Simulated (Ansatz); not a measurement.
```xyz
29

C    -2.534    1.636    0.116
N    -1.217    1.388   -0.434
C    -0.635    2.577   -1.005
Hf   -0.518   -0.518   -0.353
Br   -2.151   -2.151   -1.466
N     1.294   -0.551   -1.272
C     1.321   -0.303   -2.699
C     2.606   -0.835   -0.745
N    -0.229   -0.988    1.602
C    -0.442   -0.207    2.795
C     0.219   -2.332    1.903
H    -2.502    2.379    0.926
H    -3.233    2.001   -0.649
H    -2.968    0.718    0.533
H    -1.258    2.985   -1.814
H    -0.521    3.370   -0.251
H     0.355    2.363   -1.414
H     1.712   -1.166   -3.255
H     1.945    0.568   -2.947
H     0.314   -0.103   -3.085
H     3.295    0.006   -0.909
H     3.052   -1.719   -1.223
H     2.557   -1.020    0.330
H    -0.780    0.800    2.541
H    -1.197   -0.666    3.450
H     0.483   -0.111    3.383
H     1.178   -2.329    2.441
H     0.362   -2.916    0.984
H    -0.511   -2.876    2.518
```

The species carries charge 0 and has multiplicity 1. Hf takes the def2 core potential.

List the PBE0/def2-TZVPP orbital energies in eV (Ansatz). (Estimate.)

Computed: Occupied: -13148.97, -1703.88, -1534.40, -1534.38, -1534.38, -390.93, -390.93, -390.93, -278.84, -278.84, -278.84, -278.69, -278.69, -278.69, -237.70, -177.97, -177.91, -177.91, -71.48, -71.46, -71.46, -71.42, -71.42, -67.30, -35.73, -35.73, -35.62, -24.91, -24.72, -24.72, -20.19, -19.91, -19.91, -19.83, -17.05, -16.95, -16.95, -13.37, -12.97, -12.97, -12.78, -12.78, -12.76, -12.57, -12.57, -12.46, -11.03, -10.99, -10.99, -10.44, -10.44, -10.38, -9.28, -9.19, -9.19, -8.71, -7.91, -7.91, -6.47, -6.47, -6.42. Lowest empty: 0.08, 0.08, 0.23, 0.73, 0.74, 0.74, 1.78, 1.78.
